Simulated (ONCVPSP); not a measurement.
# osmium, ONCV: configuration errors across variants

```
Element                 : Os
Generator               : ONCVPSP 4.0.1
Type                    : optimised norm-conserving Vanderbilt (ONCV)
Functional              : PBE
Relativity              : fully relativistic
Frozen core             : [Kr] 4d10 4f14
Valence charge          : 16
Reference configuration : 5s2 5p6 5d7 6s1
Partial waves           : 5s+6s: rc 1.60 bohr, ncon 4, nbas 7, qcut 5.7 1/bohr, 2 projectors; 5p: rc 1.50 bohr, ncon 4, nbas 7, qcut 8.5 1/bohr, 2 projectors, debl 3.3 Ha; 5d: rc 1.60 bohr, ncon 4, nbas 7, qcut 5 1/bohr, 2 projectors, debl 0.9 Ha
Local potential         : polynomial inside 1.25 bohr (lpopt 5, dvloc0 4 Ha)
Core correction         : Teter function, fcfact 3.25, rcfact 1.6
```

Open shells are filled in proportion to 2j + 1.

All-electron excitation energies from the reference (eV): (1) 5s2 5p6 5d6 6s2 -0.308; (2) 5s2 5p6 5d6 6s1 9.277; (3) 5s2 5p6 5d6 6s0 26.196; (4) 5s2 5p6 5d6 6s1.5 3.610.

A true bound ghost makes a file unfit for plane-wave use even where its test errors are small: the radial tests pick states by their node count and pass the ghost by.

Errors AE − PS in meV (a dash: test not solved or not reliable):

```tsv
change	(1)	(2)	(3)	(4)	bound ghosts	GHOST(+) flags above zero
base	-9.4	-2.3	-2.8	-5.4	none	d3/2
d: qcut 2.9	-9.3	-1.8	-2.0	-5.1	d5/2, d3/2	none
d: qcut 3.7	-9.5	-2.1	-2.5	-5.3	d5/2, d3/2	none
d: qcut 4.3	-9.5	-2.3	-2.7	-5.4	d5/2, d3/2	none
d: qcut 5.1	-9.4	-2.3	-2.8	-5.4	none	none
d: qcut 5.4	-9.3	-2.3	-2.8	-5.4	none	none
d: qcut 6	-9.3	-2.4	-2.8	-5.3	none	none
d: qcut 6.9	-9.3	-2.4	-2.8	-5.3	none	none
```

Problem. Give the same row for: d: qcut 7.5.

Solution. -9.3, -2.4, -2.8, -5.3; bound ghosts: none; GHOST(+) flags above zero: none.
